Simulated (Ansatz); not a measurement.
A calculation with Ansatz (development build ahead of 0.2.0).

```yaml
crystal:
  periodic: [false, false, false]
  atoms:
    - { symbol: Be, position_ang: [0.0, 0.0, 0.0] }
    - { symbol: O, position_ang: [0.0, 0.0, 1.75] }
basis:
  gaussian: { orbitals: def2-SVP }
hamiltonian:
  xc: hf
correlation:
  method: mp2
  frozen_orbitals: { Be: 0, O: 1 }
output:
  forces: true
```

The input is written out in the form of the current development build from the run's settings.

The run gave:

```json
{
  "Converged": "yes",
  "Reference energy": "-89.22713 hartree",
  "Correlation energy": "-0.26634 hartree",
  "Total energy": "-89.49347 hartree",
  "Spin squared of the determinant": "0.000",
  "Stability test": "minimum among restricted orbitals"
}
```

Forces (eV/Å):
| atom | Fx | Fy | Fz |
| --- | --- | --- | --- |
| Be1 | 0.000 | 0.000 | 11.523 |
| O2 | 0.000 | 0.000 | -11.523 |

Caution: bonds are stretched, where a single reference can fail; an unrestricted determinant lies well below; other determinants can give a lower correlated total.
